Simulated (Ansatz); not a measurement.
Start from `C=C(S)[SiH2][SiH3]` and change one atom or group to get `C=[C](S)[GeH3]`.

Ansatz, PBE0-D4/def2-TZVP geometries, multiplicity 1. Each molecule was computed in one conformer, which needn't be the lowest.

Scalar relativity is left out up to krypton.

| property | `C=C(S)[SiH2][SiH3]` |
| --- | --- |
| LUMO energy (B3LYP/def2-TZVPP) / eV | -0.82 |
| LUMO energy (ωB97M-V/def2-TZVPP) / eV | 1.36 |
| HOMO–LUMO gap (PBE0/def2-TZVPP) / eV | 6.05 |
| HOMO energy (PBE/def2-TZVPP) / eV | -5.62 |
| size of the dipole moment (PBE/def2-TZVPP) / D | 1.09 |
| HOMO energy (PBE0/def2-TZVPP) / eV | -6.69 |

(1) What does the change do to each property? (Estimate.)

## Answers

(1) The calculation gave: 
```
                                      property  `C=[C](S)[GeH3]`  shift
           LUMO energy (B3LYP/def2-TZVPP) / eV             -0.64   0.18
         LUMO energy (ωB97M-V/def2-TZVPP) / eV              1.63   0.27
          HOMO–LUMO gap (PBE0/def2-TZVPP) / eV              6.23   0.18
             HOMO energy (PBE/def2-TZVPP) / eV             -5.58   0.04
size of the dipole moment (PBE/def2-TZVPP) / D              0.74  -0.35
            HOMO energy (PBE0/def2-TZVPP) / eV             -6.66   0.03
```

Dipoles are sizes alone; their direction can turn.

B3LYP here is the variant with VWN-RPA as its local correlation; programs differ in this.
